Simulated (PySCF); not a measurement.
## Polarisability and C₆ of Sc (scandium, neutral)

[Ar] 3d1 4s2, 2D determinant. Calculation: PySCF 2.14, in aug-cc-pwCVTZ; the non-relativistic Hamiltonian (point nucleus). Coupled (time-dependent) response in atomic units; α is the mean over directions.

| method | mean α (bohr³) | α xx, yy, zz | C₆ (like pair) | S(−4) |
| --- | --- | --- | --- | --- |
| PBE | 126.6 | 123.0, 123.0, 133.7 | 1553 | 8877 |

S(−4) is the Cauchy moment in α(ω) = α(0) + S(−4) ω² + …

Reference α: 97 ± 10 bohr³ (recommended; Schwerdtfeger and Nagle, table of static dipole polarizabilities (2023 update)). Published C₆: 1383 (Chu and Dalgarno (2004); Tang, Norbeck and Certain (1976)).

α(iu) at PBE:

```tsv
u (hartree)	α(iu) (bohr³)
0	126.6
0.0500	108.2
0.100	76.89
0.200	37.86
0.300	21.93
0.500	10.64
0.750	6.093
1.00	4.141
1.50	2.381
2.00	1.572
3.00	0.8386
5.00	0.3604
```

The components differ because the open shell of this determinant is not spherical; for a pure term their mean is the scalar polarisability.

⟨L²⟩ = 7.20 against 6 for a pure D term, so this real determinant mixes terms. ⟨S²⟩ = 1.10 against 0.75 shows spin contamination.
